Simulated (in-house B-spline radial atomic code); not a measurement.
## CAM-B3LYP excitations of B⁺

Method: CAM-B3LYP. Computed with an all-electron radial atomic-structure program (B-spline basis): linear response of the closed shell [He] 2s2 with the functional's adiabatic kernel; scalar-relativistic (spin-free one-electron X2C), finite nucleus, no spin-orbit coupling, no double excitations, S, P, D and F terms only.

Command:
```bash
python run_td.py task.json out
```
Settings (radii: box in bohr, nucleus in fm):
```
Z                        5
electrons                4
configuration            [He] 2s2
hamiltonian              x2c
method                   camb3lyp
box_radius               41.61
rms_radius               2.406
intervals                77
```

Run time, properties included: 0.6 s on 1 thread of Arm Neoverse N1, on a shared host.

The lowest states, in the order of their Tamm-Dancoff energies; the method's threshold (minus the highest occupied level) is 22.260 eV. Labels give the largest channel, * marks a mixed state, and oscillator strengths are full-response dipole values. Measured ¹D terms are left out, since they can mix with doubly excited terms. Semilocal kernels can invert the small singlet-triplet splittings of Rydberg terms. Energies in eV:

```tsv
state	full response	Tamm-Dancoff	oscillator strength	measured (J-weighted term)
2s → 2p 3P	3.375	3.986	-	4.631
2s → 2p 1P	8.440	8.962	0.974	9.100
2s → 3s 3S	14.976	14.983	-	16.090
2s → 3s 1S	15.643	15.668	-	-
2s → 3p 3P	16.394	16.406	-	17.853
2s → 3p 1P	?	?	?	?
2s → 3d 3D	17.330	17.337	-	18.678
2s → 3d 1D	17.444	17.445	-	-
2s → 4s 3S	18.819	18.821	-	-
2s → 4s 1S	?	?	-	-
```

(1) Where does 2s → 4s 1S lie?

(2) Where does 2s → 3p 1P lie?

(3) How large is the singlet-triplet splitting of 2s → 2p (P terms) in Tamm-Dancoff?

(4) What polarisabilities and dispersion coefficient does the method give?

Answers

(1) At 19.027 eV in full response, 19.035 eV in Tamm-Dancoff.

(2) At 16.585 eV in full response, 16.605 eV in Tamm-Dancoff, oscillator strength 0.0845; measured 17.866 eV.

(3) 4.98 eV, from the unrounded values.

(4) Dipole 10.88 bohr³, quadrupole 28.88 bohr⁵, C6 29.52 hartree·bohr⁶ for two such species.
